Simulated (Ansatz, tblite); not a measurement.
Removing an electron: Si3O3⁻ (the lowest doublet isomer of a short search). The state is a doublet with charge -1. Geometry: r2SCAN-D4/def2-SVPD. Ansatz, gas phase; energy differences of separate SCF runs; the oxidised species is a singlet (the triplet lies 1.05 eV higher at PBE0-D4/def2-TZVPD).

```xyz
6

Si   -0.285    0.620   -0.906
Si   -0.288   -0.543    1.832
Si    1.497   -0.937   -0.685
O    -0.956    0.494    0.683
O    -0.959    1.604   -1.919
O     0.991   -1.237    0.995
```

The xTB rows come from tblite. The structure comes from a short search, and lower isomers may exist.

(1) Estimate orbital energies and vertical ionisation energies at: GFN1-xTB; GFN2-xTB; PBE-D4/def2-TZVPD; PBE0-D4/def2-TZVPD; ωB97M-V/def2-TZVPD.

Answers

(1) 
```json
{"level": "GFN1-xTB", "−HOMO (eV)": "–", "vertical IE (eV)": "4.98", "−LUMO (eV)": "–", "HOMO–LUMO gap (eV)": "–"}
{"level": "GFN2-xTB", "−HOMO (eV)": "–", "vertical IE (eV)": "4.56", "−LUMO (eV)": "–", "HOMO–LUMO gap (eV)": "–"}
{"level": "PBE-D4/def2-TZVPD", "−HOMO (eV)": "0.08", "vertical IE (eV)": "2.61", "−LUMO (eV)": "-0.82", "HOMO–LUMO gap (eV)": "0.91"}
{"level": "PBE0-D4/def2-TZVPD", "−HOMO (eV)": "0.92", "vertical IE (eV)": "2.69", "−LUMO (eV)": "-1.65", "HOMO–LUMO gap (eV)": "2.57"}
{"level": "ωB97M-V/def2-TZVPD", "−HOMO (eV)": "2.43", "vertical IE (eV)": "2.40", "−LUMO (eV)": "-3.33", "HOMO–LUMO gap (eV)": "5.76"}
```

  HOMO and LUMO are the levels of the spin that leaves or enters (xTB has no such levels and no spin-polarisation term). Other spin states of the ions may lie lower, which would lower the ionisation energy or raise the affinity. Raw xTB energy differences between charge states are shifted by several eV; the methods need an empirical correction for them.
